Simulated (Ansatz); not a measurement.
Mulliken charges of C$_{2}$H$_{5}$BClN (`CC(=N)BCl`) from r2SCAN/def2-TZVPP in Ansatz (PBE0-D4/def2-TZVP geometry).

```tsv
atom	x (Å)	y (Å)	z (Å)	charge (e)
C1	-0.998	-0.617	0.121	-0.109
C2	0.385	-0.047	0.214	0.012
N3	1.288	-0.455	1.022	-0.261
B4	0.850	1.138	-0.706	0.172
Cl5	-0.248	1.836	-1.869	-0.133
H6	-1.746	0.158	0.311	0.061
H7	-1.194	-0.988	-0.889	0.061
H8	-1.142	-1.433	0.833	0.034
H9	0.940	-1.226	1.601	0.139
H10	1.948	1.584	-0.634	0.026
```

**Question.** By hand: the dipole of these point charges (1 e Å = 4.8032 D).

**Answer.** Σ q r = (-0.080, -0.092, 0.049) e Å, of length 0.131 e Å = 0.63 D.

**Question.** How does the dipole of the full density compare? (An estimate is asked.)

**Answer.** The calculation gave: (-0.393, -0.241, 0.048) e Å, 2.23 D; the point charges give 0.28 times that, at 23° from its direction.

Point charges leave out the atoms' own dipoles, such as those of lone pairs, and Mulliken's split depends on the basis, so the two needn't agree.
